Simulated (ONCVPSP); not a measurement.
Transferability test, ONCV potential for selenium

ONCVPSP 4.0.1 input, shortened (lines: element, Z, core and valence counts, functional; n l f; lmax; l rc ep ncon nbas qcut; lloc lpopt rc5 dvloc0; l nproj debl; icmod fcfact rcfact), PBE, fully relativistic:

```
  Se 34.00    5    3        4      upf
    1    0    2.00
    2    0    2.00
    2    1    6.00
    3    0    2.00
    3    1    6.00
    3    2   10.00
    4    0    2.00
    4    1    4.00
    3
    0    1.55    0.00    3    6    4.30
    1    1.95    0.00    5    8    4.80
    2    0.75    0.00    4    8   17.70
    3    1.95    0.30    3    7    5.40
    2    5    0.75    0.00
    0    2    3.00
    1    2    0.60
    2    0    0.60
    3    2    2.40
    3    2.50    1.70
```

Open shells are filled in proportion to 2j + 1.

Energies are relative to the spin-unpolarised reference configuration 3d10 4s2 4p4; without spin polarisation the order of configurations can differ from experiment. The d channel is local and has no spin–orbit splitting in the pseudo-atom.

```json
{"valence configuration": "3d10 4s2 4p3", "charge": "+1", "ΔE all-electron (eV)": "10.849", "error AE − PS (meV)": "-0.2"}
{"valence configuration": "3d10 4s2 4p2", "charge": "+2", "ΔE all-electron (eV)": "31.203", "error AE − PS (meV)": "-0.8"}
```

(1) What are ΔE and the potential's error for 3d9 4s2 4p4?

(2) What are ΔE and the potential's error for 3d10 4s2 4p1?

Levels in the configuration 3d9 4s2 4p4:

| level | all-electron (eV) | pseudo (eV) |
| --- | --- | --- |
| 3d j=5/2 | -75.257 | -77.108 |
| 3d j=3/2 | -76.204 | -77.108 |
| 4s j=1/2 | -29.607 | -29.567 |
| 4p j=3/2 | -17.086 | -16.978 |
| 4p j=1/2 | -17.608 | -17.514 |

Note: ghosts flagged at negative energy: s at -580.5 eV, p3/2 at -218.6 eV, p1/2 at -210.2 eV; GHOST(+) flagged for f7/2 at 18.1 eV, f5/2 at 21.6 eV, s at 200.7 eV. A true bound ghost makes a file unfit for plane-wave use. The potential misses its own reference levels by up to 0.5 eV.

Answers

(1) ΔE = 64.081 eV all-electron; the error (AE − PS) is -716 meV.

(2) ΔE = 62.077 eV all-electron; the error (AE − PS) is -2.5 meV.
